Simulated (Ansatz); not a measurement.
Wavefunction ladder for `[C]#C[SiH](Cl)Cl` radical

```csv
atom,x (Å),y (Å),z (Å)
C1,-1.971,0.733,1.401
C2,-1.038,0.367,0.721
Si3,0.324,-0.222,-0.320
Cl4,1.856,-0.821,0.875
Cl5,0.937,1.298,-1.524
H6,-0.109,-1.354,-1.154
```

Charge 0, multiplicity 2. The geometry is a stationary point of PBE0-D4/def2-TZVP. Frozen core, unrestricted reference, Ansatz 0.2.0. CBS rows extrapolate triple and quadruple zeta; past MP2 they add the triple-zeta difference.

| basis | HF (Eh) | MP2 corr. |
| --- | --- | --- |
| def2-SVP | -1283.77585 | -0.53664 |
| def2-TZVPP | -1284.28597 | -0.71637 |
| def2-QZVPP | -1284.32330 | -0.78183 |

Q: Estimate the CCSD correlation energy and the (T) correction in each basis where they were run (hartree).

A: 
```
     basis  CCSD corr.       (T)
  def2-SVP    -0.60196  -0.01973
def2-TZVPP    -0.78608  -0.03871
 CBS(def2)    -0.90002     as TZ
```

The UHF reference is spin-contaminated (⟨S²⟩ = 1.18, T1 = 0.041).
